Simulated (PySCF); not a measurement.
Job for PySCF: R-HF/3-21G on N2 (SMILES N#N).

```python
from pyscf import gto, scf, dft, mp
from pyscf.data.elements import chemcore

mol = gto.M(
    atom='''
    N     0.10168156    0.11003442   -1.00507190
    N     0.21013912    0.11946585    0.08007301
    ''',
    basis='3-21g',
    charge=0, spin=0, verbose=3, max_memory=1800)
mf = scf.RHF(mol)
mf.conv_tol = 1e-8
mf.max_cycle = 100
mf.kernel()
if not mf.converged:
    mf = mf.newton().run(mf.mo_coeff, mf.mo_occ)
```

It printed:

```
converged SCF energy = -108.300762925338
```

Self-consistency was reached.

Cost: around 0.09 core-seconds (rough).
